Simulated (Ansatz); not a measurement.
One change: `C[SiH](F)PN` becomes `C[SiH](F)[SiH2]N`.

Ansatz, PBE0-D4/def2-TZVP geometries, multiplicity 1. Each molecule was computed in one conformer, which needn't be the lowest.

```
                                          property  `C[SiH](F)PN`
                LUMO energy (PBE0/def2-TZVPP) / eV          -0.28
size of the dipole moment (ωB97M-V/def2-TZVPP) / D           0.89
              HOMO–LUMO gap (PBE0/def2-TZVPP) / eV           6.79
                 HOMO energy (PBE/def2-TZVPP) / eV          -5.90
             HOMO energy (ωB97M-V/def2-TZVPP) / eV          -9.19
               HOMO energy (B3LYP/def2-TZVPP) / eV          -6.85
```

Task: Give the same properties after the change, and the shifts. (An estimate is asked.)

Result: Computed: 
```csv
property,`C[SiH](F)[SiH2]N`,shift
LUMO energy (PBE0/def2-TZVPP) / eV,-0.41,-0.13
size of the dipole moment (ωB97M-V/def2-TZVPP) / D,2.71,1.82
HOMO–LUMO gap (PBE0/def2-TZVPP) / eV,6.85,0.06
HOMO energy (PBE/def2-TZVPP) / eV,-5.94,-0.04
HOMO energy (ωB97M-V/def2-TZVPP) / eV,-9.44,-0.25
HOMO energy (B3LYP/def2-TZVPP) / eV,-7.06,-0.21
```

With PBE0 the HOMO falls by 0.20 eV and the LUMO falls by 0.13 eV, so the gap widens by about 0.07 eV. PBE moves the HOMO by -0.04 eV and ωB97M-V by -0.25 eV. Dipoles are sizes alone; their direction can turn.

B3LYP here is the variant with VWN-RPA as its local correlation; programs differ in this.
